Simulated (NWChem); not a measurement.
System: cyclopentanone (C₅H₈O); SMILES O=C1CCCC1

Input file for NWChem:

```
start job
memory heap 200 mb stack 900 mb global 1100 mb
geometry units angstroms
  O      0.851069     1.829094    -0.339400
  C      0.351282     0.754952    -0.140455
  C      1.095299    -0.551548     0.044212
  C      0.024186    -1.635279    -0.037036
  C     -1.227042    -0.950080     0.517502
  C     -1.132615     0.471342    -0.029306
  H      1.895008    -0.657531    -0.687351
  H      1.554999    -0.526554     1.035370
  H      0.289739    -2.530116     0.523413
  H     -0.139214    -1.919040    -1.078062
  H     -1.187353    -0.932216     1.607942
  H     -2.143762    -1.454828     0.217154
  H     -1.551647     0.533758    -1.036709
  H     -1.633279     1.220077     0.582806
end
basis spherical
  * library 6-31g*
end
dft
  xc b3lyp
  iterations 150
end
driver
  maxiter 120
end
task dft optimize
task dft freq
```

The level has its own optimisation; frequencies are unscaled. Brackets give each atom's bonded neighbours.

**Question.** Give the results of this calculation. (B3LYP/6-31G* (spherical d).) Quantities: r C–O (Å); r C–C [C(CCHH)–C(CCO)] (Å); highest harmonic frequency (cm⁻¹); lowest (cm⁻¹); zero-point energy (kcal/mol); dipole (D).

**Answer.** 
| Quantity | Value |
|---|---|
| r C–O (Å) | 1.211 |
| r C–C [C(CCHH)–C(CCO)] (Å) | 1.535 |
| highest harmonic frequency (cm⁻¹) | 3123 |
| lowest (cm⁻¹) | 97 |
| zero-point energy (kcal/mol) | 76.5 |
| dipole (D) | 2.89 |
